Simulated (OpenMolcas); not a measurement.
OpenMolcas run: Ar III

Input:

```
&GATEWAY
Coord
1

Ar 0.0 0.0 0.0
Basis=ANO-R3
Group=XYZ
NoMove
AngMom=0.0 0.0 0.0
AMFI
&SEWARD
&RASSCF
FileOrb=start.orb
Symmetry=1
Spin=3
nActEl=4 0 0
Inactive=3 3
Ras2=0 3
CIRoot=3 3 1
SDav=3
CIMx=300
Iter=120 100
PrWF=0.3
OrbListing=Nothing
MaxOrb=0
Atom
>>> COPY $Project.JobIph JOB001
&RASSCF
FileOrb=start.orb
Symmetry=1
Spin=1
nActEl=4 0 0
Inactive=3 3
Ras2=0 3
CIRoot=6 6 1
SDav=6
CIMx=300
Iter=120 100
PrWF=0.3
OrbListing=Nothing
MaxOrb=0
Atom
CIOnly
>>> COPY $Project.JobIph JOB002
&RASSI
NrOfJobIphs=2 3 6
1 2 3
1 2 3 4 5 6
IphNames
JOB001
JOB002
EJob
SpinOrbit
DIPRint=1.0
SOCoupling=1000.0
Subsets=2
MEES
Property=10
'ANGMOM' 1 'ANGMOM' 2 'ANGMOM' 3 'MLTPL  1' 1 'MLTPL  1' 2 'MLTPL  1' 3
'AMFI' 1 'AMFI' 2 'AMFI' 3 'MLTPL  2' 6
SOProperty=3
'ANGMOM' 1 'ANGMOM' 2 'ANGMOM' 3
```

Launched by
```bash
OMP_NUM_THREADS=1 MOLCAS_MEM=2252 MOLCAS_PROJECT=a pymolcas a.inp > a.log  # once for each step of the input, in one work folder
```

A driver script runs the steps one by one and writes start.orb anew before each from the orbitals found so far, so a CI-only block uses the converged orbitals of the first block.

Output, cut to the results:

```
--- SEWARD ---
Basis set label: AR.ANO-R...6S5P4D2F1G.

      Electronic valence basis set:
      ------------------
      Associated Effective Charge  18.000000 au
      Associated Actual Charge     18.000000 au
      Nuclear Model: Finite nucleus - Gaussian distribution
        Gaussian exponent, Xi/bohr**(-2):  3.57222E+08

      Shell  nPrim  nBasis  Cartesian Spherical Contaminant
         s      17       6        X
         p      12       5        X
         d       7       4                 X
         f       5       2                 X
         g       2       1                 X
                  Relativistic X2C integrals
                  Atomic mean-field integrals
--- RASSCF ---
Wave function specifications:
      -----------------------------

      Number of closed shell electrons          12
      Number of electrons in active shells       4
      Max number of holes in RAS1 space          0
      Max nr of electrons in RAS3 space          0
      Number of inactive orbitals                6
      Number of active orbitals                  3
      Number of secondary orbitals              55
      Spin quantum number                      1.0
      State symmetry                             1
Orbital specifications:
      -----------------------

      Symmetry species                           1   2
                                                ag  au
      Frozen orbitals                            0   0
      Inactive orbitals                          3   3
      Active orbitals                            0   3
      RAS1 orbitals                              0   0
      RAS2 orbitals                              0   3
      RAS3 orbitals                              0   0
      Secondary orbitals                        32  23
      Deleted orbitals                           0   0
      Number of basis functions                 35  29
      Number of CSFs                             3
      Number of root(s) required                 3
      Iter CI   SX   CI       RASSCF       Energy    max ROT     max BLB   max BLB  Level Ln srch  Step   QN
          iter iter root      energy       change     param      element    value   shift minimum  type update
 Nr of preliminary CI iterations:   1
        1   1   10    0  -527.04106733    0.00E+00  -1.07E-01*   3   5 1 -2.19E-01*  0.00   0.00    SX    NO
        2   1   11    0  -527.11789169   -7.68E-02* -5.23E-03    1  10 2 -4.35E-02*  0.00   0.00    SX    NO
        3   1    9    0  -527.11899962   -1.11E-03*  1.65E-03    2  11 2  1.26E-02*  0.00   0.00    SX    NO
        4   1    9    0  -527.11904250   -4.29E-05*  3.11E-04    2  11 2 -2.69E-03*  0.00   0.00    SX    NO
        5   1    8    0  -527.11904447   -1.97E-06*  5.67E-05    2  11 2  6.01E-04*  0.00   0.82    QN   YES
        6   1    5    0  -527.11904457   -9.77E-08* -3.76E-06    3   4 1  1.37E-05   0.00   1.00    QN   YES
        7   1    3    0  -527.11904457   -6.33E-11   6.23E-07    3   4 1  1.88E-06   0.00   1.16    QN   YES
      Convergence after  7 iterations
        8   1    3    0  -527.11904457   -1.02E-12   6.23E-07    5  11 2  1.57E-07   0.00   1.16    QN   YES
      Natural orbitals and occupation numbers for root  1
      sym 2:   2.000000   1.000000   1.000000
      Natural orbitals and occupation numbers for root  2
      sym 2:   1.000000   1.000000   2.000000
      Natural orbitals and occupation numbers for root  3
      sym 2:   1.000000   2.000000   1.000000
::    RASSCF root number  1 Total energy:   -527.11904457
::    RASSCF root number  2 Total energy:   -527.11904457
::    RASSCF root number  3 Total energy:   -527.11904457
--- RASSCF ---
Wave function specifications:
      -----------------------------

      Number of closed shell electrons          12
      Number of electrons in active shells       4
      Max number of holes in RAS1 space          0
      Max nr of electrons in RAS3 space          0
      Number of inactive orbitals                6
      Number of active orbitals                  3
      Number of secondary orbitals              55
      Spin quantum number                      0.0
      State symmetry                             1
Orbital specifications:
      -----------------------

      Symmetry species                           1   2
                                                ag  au
      Frozen orbitals                            0   0
      Inactive orbitals                          3   3
...
--- RASSI ---
SPIN-FREE ENERGIES:
  (Shifted by EMIN (a.u.) =       -527.1190445655)

 SF State       Relative EMIN(au)   Rel lowest level(eV)    D:o, cm**(-1)      L_eff

     1             0.0000000000        0.0000000000              0.0000         1.0
     2             0.0000000000        0.0000000000              0.0000         1.0
     3             0.0000000000        0.0000000000              0.0000         1.0
     4             0.0750264520        2.0415737638          16466.4029         2.0
     5             0.0750264520        2.0415737638          16466.4029         2.0
     6             0.0750264520        2.0415737638          16466.4029         2.0
     7             0.0750264520        2.0415737638          16466.4029         2.0
     8             0.0750264520        2.0415737638          16466.4029         2.0
     9             0.1875661300        5.1039344096          41166.0072         0.0
     Dipole printing threshold changed to   1.00000000E+00
Eigenvalues of complex Hamiltonian:
   -----------------------------------
  (Shifted by EMIN (a.u.) =       -527.1190445655)

 SO State       Relative EMIN(au)   Rel lowest level(eV)    D:o, cm**(-1)     J-value

     1            -0.0024393740        0.0000000000              0.0000         1.0
     2            -0.0024393740        0.0000000000              0.0000         1.1
     3            -0.0024393740        0.0000000000              0.0000         1.8
     4            -0.0024393740        0.0000000000              0.0000         1.8
     5            -0.0024393740        0.0000000000              0.0000         1.9
     6             0.0023025005        0.1290329805           1040.7212         0.6
     7             0.0023025005        0.1290329805           1040.7212         1.0
     8             0.0023025005        0.1290329805           1040.7212         0.6
     9             0.0043734849        0.1853873346           1495.2497         0.0
...
```

The J values that RASSI prints are effective ones from its own formula and need not be integers or half-integers; the table below assigns J from the states.

Levels above the lowest, from the spin-orbit matrix, grouped by J:

| Configuration | Term | J | E (cm⁻¹) | Measured (cm⁻¹) | g | Term weight % |
| --- | --- | --- | --- | --- | --- | --- |
| 3s² 3p⁴ | ³P | 2 | 0.0 | 0.0 | 1.500 | 100 |
| 3s² 3p⁴ | ³P | 1 | 1041 | 1112 | 1.501 | 100 |
| 3s² 3p⁴ | ³P | 0 | 1495 | 1570 |  | 100 |
| 3s² 3p⁴ | ¹D | 2 | 17032 | 14010 | 1.001 | 100 |
| 3s² 3p⁴ | ¹S | 0 | 41752 | 33266 |  | 100 |

Against the 4 measured excited levels shown (Saloman, J. Phys. Chem. Ref. Data 39, 033101 (2010)) the mean absolute deviation is 2900 cm-1; the largest miss in energy is 3s² 3p⁴ ¹S₀: computed 41752, measured 33266 cm⁻¹ (+25.5 %).

Terms from blocks run as CI alone lack orbitals of their own. With the s shell closed, the reference lacks s² → p² mixing. Computed and measured levels are paired by configuration, term and J; levels that our copy of the source lacks, or whose pairing is in doubt (as where it misses far off the trend of its configuration), stay unpaired and out of the deviations. Levels of configurations outside the active space are missing.

The RASSCF and RASSI steps took 2.5 s on 1 thread of Intel(R) Xeon(R) Platinum 8488C (Sapphire Rapids), on a shared host; the integral step is not counted.

The term weight is that of the spin-free term in the level, not the purity of its configuration.
